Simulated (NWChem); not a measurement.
SnIBr, singlet; SMILES [I][Sn][Br]

Program: NWChem. Low-valent species are run as closed-shell singlets; no triplet was tried in these runs. The geometry was optimised at PBE-D3(BJ)/def2-SVP. def2 effective core potentials on Sn, I; no spin-orbit coupling. Vertical excitations in the gas phase.

Q: Estimate the computed values for PBE/def2-SVPD, TDA. Quantities: lowest excitation, singlet (eV); oscillator strength of that lowest state; lowest state with f > 0.02, singlet (eV); oscillator strength of that bright state; orbital gap (eV).

A: The lowest excitation, singlet (eV) is 2.53 and the oscillator strength of that lowest state is 0.000. The lowest state with f > 0.02, singlet (eV) is 3.27 and the oscillator strength of that bright state is 0.042. The orbital gap (eV) comes out as 2.43.
